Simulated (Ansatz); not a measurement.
One change: `CB(C)O` becomes `CB(C)CS`.

Ansatz, PBE0-D4/def2-TZVP geometries, multiplicity 1. Each molecule was computed in one conformer, which needn't be the lowest.

| property | `CB(C)O` |
| --- | --- |
| HOMO energy (B3LYP/def2-TZVPP) / eV | -8.21 |
| size of the dipole moment (PBE/def2-TZVPP) / D | 1.34 |
| LUMO energy (B3LYP/def2-TZVPP) / eV | 0.34 |
| LUMO energy (PBE0/def2-TZVPP) / eV | 0.69 |
| HOMO energy (ωB97M-V/def2-TZVPP) / eV | -10.74 |
| HOMO–LUMO gap (B3LYP/def2-TZVPP) / eV | 8.55 |

Task: Give the same properties after the change, and the shifts. (Best estimate.)

Result: Ansatz gave: 
```
                                      property  `CB(C)CS`  shift
           HOMO energy (B3LYP/def2-TZVPP) / eV      -6.89   1.32
size of the dipole moment (PBE/def2-TZVPP) / D       1.00  -0.34
           LUMO energy (B3LYP/def2-TZVPP) / eV      -0.27  -0.61
            LUMO energy (PBE0/def2-TZVPP) / eV      -0.02  -0.71
         HOMO energy (ωB97M-V/def2-TZVPP) / eV      -9.28   1.46
         HOMO–LUMO gap (B3LYP/def2-TZVPP) / eV       6.62  -1.93
```

With PBE0 the HOMO rises by 1.30 eV and the LUMO falls by 0.71 eV, so the gap narrows by about 2.01 eV. PBE moves the HOMO by 1.02 eV and ωB97M-V by 1.46 eV. Dipoles are sizes alone; their direction can turn.

B3LYP here is the variant with VWN-RPA as its local correlation; programs differ in this.
